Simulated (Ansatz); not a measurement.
```yaml
crystal:
  periodic: [false, false, false]
  atoms:
    - {symbol: N, position_ang: [-0.181044, -0.623932, -0.038349]}
    - {symbol: As, position_ang: [-0.430814, 0.588063, 0.043460]}
    - {symbol: H, position_ang: [0.679613, -0.792940, -0.028130]}
    - {symbol: H, position_ang: [-0.451587, -0.919700, 0.382515]}
    - {symbol: H, position_ang: [0.036915, 0.708631, -0.940196]}
    - {symbol: H, position_ang: [0.428761, 0.971275, 0.439591]}
basis:
  gaussian: {orbitals: aug-cc-pVTZ}
hamiltonian: {xc: {name: HF}, pseudopotentials: {relativity: scalar}}
correlation: {method: rpa, electrons: all}
accuracy: high
```

```sh
$ ansatz run in.yaml --threads 2 --pin off --events-out ev --progress --plain --max-ram 4352MiB
```

Output, abridged:

```
Functional definition: HF
2749 factors; integrals over basis functions are off by at most 4.3e-9 eV
mean field evaluation 1: about -62831.7909 eV, gradient 6.0e1 eV
mean field evaluation 2: about -62831.9130 eV, gradient 6.0e1 eV
mean field evaluation 4: about -62837.1694 eV, gradient 3.2e0 eV
mean field evaluation 8: about -62837.2086 eV, gradient 3.2e-1 eV
mean field evaluation 16: about -62837.2091 eV, gradient 2.8e-8 eV
mean field -62837.20909754 eV, -2309.2248417446 hartree, gradient 2.7e-8 eV, S^2 0.000000; 0 other end points of the search recorded, 0 dependent functions left out
reference -62837.20909754 eV, -2309.2248417446 hartree; 22, 22 occupied and 175, 175 virtual orbitals, 2749 factors
Total energy: -62856.10160253 eV, -2309.9191284972 hartree
Relativity: scalar
```

Question: Something in this input is off. What?

Answer: The geometry is squeezed to about two thirds of its size. The calculation finished and met its thresholds. The result belongs to that input, not to the molecule as meant.
